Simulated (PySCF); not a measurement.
Computed vibrations of Lu(NO2)3

Lu(NO2)3 (singlet in the valence; each metal's 4f electrons, 14 of them, lie in its core potential, out of spins and levels). PySCF 2.14.0, RKS PBE, Lu lcecp-1-SVP with ECP60, O def2-SVP, N def2-SVP; non-relativistic Hamiltonian with scalar-relativistic core potentials where named; density fitting; no spin-orbit coupling. Central differences of gradients.

```xyz
10

Lu    0.0000    0.0000    0.0000
O     2.0358    0.0000    1.0608
O     2.0358    0.0000   -1.0608
N     2.7488    0.0000    0.0000
O    -1.0179    1.7631    1.0608
O    -1.0179    1.7631   -1.0608
N    -1.3744    2.3805    0.0000
O    -1.0179   -1.7631    1.0608
O    -1.0179   -1.7631   -1.0608
N    -1.3744   -2.3805    0.0000
```

Run from Python with OMP_NUM_THREADS=4. Where DIIS fails, smearing, a level shift and second-order steps follow.
It took 2.9 min on 4 threads of Intel(R) Xeon(R) Platinum 8175M CPU @ 2.50GHz (Skylake/Cascade Lake) (shared host).

What are the harmonic wavenumbers and infrared intensities?

Modes are labelled in D3h; negative numbers are unstable modes, those under 60 cm⁻¹ near the noise; a finer grid moves soft modes by up to 10 cm⁻¹.
```
cm⁻¹  km/mol  symmetry
 -58       –      a1''
 -35       –       e''
 -35       –       e''
  46     8.4      a2''
  64     4.9        e'
  64     4.9        e'
 187     0.0       a2'
 249     4.6      a2''
 252     6.3        e'
 252     6.3        e'
 268     0.0       e''
 268     0.0       e''
 275     0.0       a1'
 307    52.1        e'
 307    52.1        e'
 837    33.5        e'
 837    33.5        e'
 850     0.0       a1'
1194     0.0       e''
1194     0.0       e''
1223   816.1      a2''
1295    29.5        e'
1295    29.5        e'
1299     0.0       a1'
```

Is this a minimum?

Probably not: 3 unstable, though so soft as to be near the noise; the lowest moves the atoms so:
```
Lu   0.00  0.00  0.00
O    0.00  0.41  0.00
O    0.00 -0.41  0.00
N    0.00  0.00  0.00
O   -0.35 -0.20  0.00
O    0.35  0.20  0.00
N    0.00  0.00  0.00
O    0.35 -0.20  0.00
O   -0.35  0.20  0.00
N    0.00  0.00  0.00
```

An lcecp potential fixes the number of 4f electrons, so in runs with it no electron can move into or out of that shell.
